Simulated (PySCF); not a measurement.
C4H11N2Si (doublet state).
Z-matrix (Å and degrees, GFN2-xTB geometry), rows numbered from 1:
```
C 
C   1  1.3196
C   2  1.5042  1  124.73
C   3  1.5255  2  110.29  1  -121.78
N   3  1.4476  2  110.64  1   115.75
Si  5  1.7210  3  124.69  2    77.15
N   6  1.7371  5  103.04  3  -176.67
H   1  1.0772  2  122.25  3  -178.21
H   1  1.0784  2  121.60  3     2.25
H   2  1.0820  1  120.90  3   177.34
H   3  1.1001  2  108.89  1    -2.65
H   4  1.0876  3  109.96  2    63.66
H   4  1.0864  3  109.75  2  -176.14
H   4  1.0869  3  110.08  2   -56.64
H   5  1.0138  3  111.19  2   -67.86
H   6  1.4702  5  118.48  3   -62.53
H   7  1.0073  6  117.83  5   -46.39
H   7  1.0059  6  116.88  5  -179.92
```

The hyperfine couplings belong to this conformer and change with its torsions.

Identity: `C=C[C@H](C)N[SiH]N` [radical].

Level of theory: PySCF, UKS B3LYP, pcH-1 on C H N Si, non-relativistic, mean-field spin-orbit, GIAO. One conformer (not necessarily the lowest) at the GFN2-xTB geometry, without solvent, vibrations or thermal averaging. The geometry wasn't refined by DFT: couplings that depend on bond lengths, twists or pyramidal angles can differ widely from those at the functional's own minimum, by a factor of two or more for some ions and for spin on atoms past the first row. No stability test was run, so a lower SCF solution isn't excluded.

Computed for the main isotopes (class means, splittings of 0.05 mT or more): g = 2.0024; H16 1H +202.6 MHz (7.23 mT); H15 1H +38.0 MHz (1.36 mT); N5 14N +34.1 MHz (1.22 mT); H17/H18 1H -7.6 MHz (0.27 mT); H12/H13/H14 1H +3.9 MHz (0.14 mT); N7 14N +2.8 MHz (0.10 mT); 432 first-order lines, 12.17 mT wide.

(1) What changes when 1H at H15 is replaced by 2H?

(2) What changes when 14N at N7 is replaced by 15N?

(3) Where do the 29Si satellites of Si6 appear, and how strong are they?

Answers

(1) Only the nuclear moment changes in this model. The ratio of g factors is 0.85744/5.58569 = 0.1535, so a goes from +38.0 to +5.8 MHz (0.208 mT). The spin goes from 1/2 to 1, so the 1:1 doublet becomes a 1:1:1 triplet. The spectrum then has 648 first-order lines over 11.23 mT.

(2) At a fixed geometry a is proportional to g_N: -0.56638/0.40376 = -1.4028, so a goes from +2.8 to -4.0 MHz (0.142 mT). The spin goes from 1 to 1/2, so the 1:1:1 triplet becomes a 1:1 doublet. The spectrum then has 288 first-order lines over 12.11 mT.

(3) a = -594.5 MHz, or 21.21 mT in magnitude, and I = 1/2, so to first order each main line has two satellites, at ±10.61 mT. The isotope's abundance is about 4.7 %, shared among 2 lines, so each has 2.5 % of the main line's intensity. At 340 mT second-order shifts move them to lower field by up to 0.33 mT.

Means are taken over nuclei equivalent by connectivity, which assumes that they swap fast.
